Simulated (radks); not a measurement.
Coulomb parameter of the 5d shell of neutral osmium in the model configuration [Xe] 4f14 5d7 6s1, as a second difference U = [E(n + 0.5) + E(n - 0.5) - 2 E(n)] / (0.5)^2 with all orbitals relaxed. "Bare": the charge of the atom changes with n. "Screened": the 6s shell takes up the change at fixed total charge, which measures U(5d,5d) + U(6s,6s) - 2 U(5d,6s). Calculated with a radial shooting solver on a logarithmic mesh with Libxc functionals: Dirac Kohn-Sham, PBE, spin-unpolarised, spherical densities, point nucleus; open shells are shared between the two j in proportion to 2j + 1.

| case | configuration | E - E(n) (eV) |
|---|---|---|
| start | [Xe] 4f14 5d7 6s1 | 0.000 |
| bare +0.5 | [Xe] 4f14 5d7.5 6s1 | -1.377 |
| bare -0.5 | [Xe] 4f14 5d6.5 6s1 | 3.460 |
| screened +0.5 | [Xe] 4f14 5d7.5 6s0.5 | 0.446 |
| screened -0.5 | [Xe] 4f14 5d6.5 6s1.5 | -0.258 |

U(bare) = 8.331 eV, U(screened by 6s) = 0.754 eV. The step up makes a negative ion, whose loosely bound charge lowers the bare value.
